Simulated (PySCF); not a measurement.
This PySCF input asks for the NMR shieldings of `B/C(=C/C=C)CC`, C6H11B; the geometry comes from GFN2-xTB.

```python
import basis_set_exchange as bse
import numpy as np
from pyscf import gto, dft
from pyscf.prop import nmr

atoms = """
B    -1.127407    1.442094    1.791088
C    -0.325971    0.396041    0.992358
C     0.819195    0.761836    0.364304
C     1.673303   -0.056630   -0.456686
C     2.758187    0.423838   -1.064188
C    -0.864662   -1.009375    0.860790
C    -1.723637   -1.132733   -0.399555
H    -0.710116    2.528079    1.916179
H    -2.154304    1.160134    2.276388
H     1.150323    1.788245    0.469077
H     1.412352   -1.097963   -0.583452
H     3.391991   -0.193354   -1.678008
H     3.045016    1.458636   -0.966755
H    -0.057489   -1.743704    0.825024
H    -1.482765   -1.238929    1.730196
H    -2.130857   -2.137964   -0.487527
H    -2.549633   -0.425656   -0.360310
H    -1.132286   -0.916278   -1.287140
"""
names = dict.fromkeys(["B", "C", "H"], "pcSseg-1")
basis = {el: gto.basis.parse(bse.get_basis(n, elements=[el], fmt="nwchem")) for el, n in names.items()}
mol = gto.M(atom=atoms, basis=basis, charge=0, verbose=0)
mf = dft.RKS(mol, xc="PBE0")
mf.grids.level = 2
mf.grids.alignment = dft.numint.BLKSIZE   # the property module wants whole blocks of grid points
mf.conv_tol = 1e-9
mf.kernel()

calc = nmr.RKS(mf)   # GIAO
C = mf.mo_coeff
Co = C[:, mf.mo_occ > 0]
resp = mf.gen_response(singlet=True, hermi=2)
def vind(x):   # induced exchange potential for any number of trial vectors
    d = np.einsum("pi,xij,qj->xpq", C, 2 * x.reshape(-1, C.shape[1], Co.shape[1]), Co, optimize=True)
    return np.einsum("xpq,pi,qj->xij", resp(d - d.transpose(0, 2, 1)), C, Co, optimize=True).ravel()
mo1, _ = nmr.rhf.solve_mo1(calc, with_cphf=vind)
sigma = calc.kernel(mo1)
for i, s in enumerate(sigma):   # ppm
    w = np.linalg.eigvalsh((s + s.T) / 2)
    print("%2d %-2s iso %8.1f  s11 %8.1f  s22 %8.1f  s33 %8.1f" % (i, mol.atom_pure_symbol(i), w.mean(), *w))
```

Problem. What are the results?

Solution. 
```
 0 B  iso     25.4  s11    -21.9  s22    -17.8  s33    115.7
 1 C  iso     23.5  s11    -70.4  s22    -35.8  s33    176.6
 2 C  iso     19.4  s11    -78.9  s22     12.1  s33    125.1
 3 C  iso     45.6  s11    -71.7  s22     40.7  s33    167.7
 4 C  iso     49.5  s11    -62.1  s22     50.7  s33    160.0
 5 C  iso    155.7  s11    143.9  s22    154.3  s33    168.8
 6 C  iso    167.3  s11    152.4  s22    163.6  s33    185.9
 7 H  iso     24.9  s11     19.1  s22     27.5  s33     28.0
 8 H  iso     24.7  s11     18.2  s22     27.2  s33     28.6
 9 H  iso     24.5  s11     22.0  s22     23.2  s33     28.2
10 H  iso     24.5  s11     20.7  s22     22.5  s33     30.1
11 H  iso     25.6  s11     22.8  s22     25.0  s33     29.0
12 H  iso     25.6  s11     22.4  s22     25.3  s33     29.2
13 H  iso     29.0  s11     25.6  s22     28.4  s33     33.0
14 H  iso     29.1  s11     25.6  s22     26.7  s33     35.0
15 H  iso     30.5  s11     26.6  s22     27.1  s33     37.7
16 H  iso     30.6  s11     26.9  s22     28.9  s33     36.0
17 H  iso     30.9  s11     26.3  s22     30.7  s33     35.6
```

These numbers come from an equivalent density-fitted implementation of the same equations, which agrees with the script to about 0.01 ppm for H and up to a few tenths of a ppm for heavy atoms, so last digits may differ.

Size and cost of the density-fitted run: 174 basis functions, 41 s wall time on 1 thread of an Arm Neoverse N1, shared host.
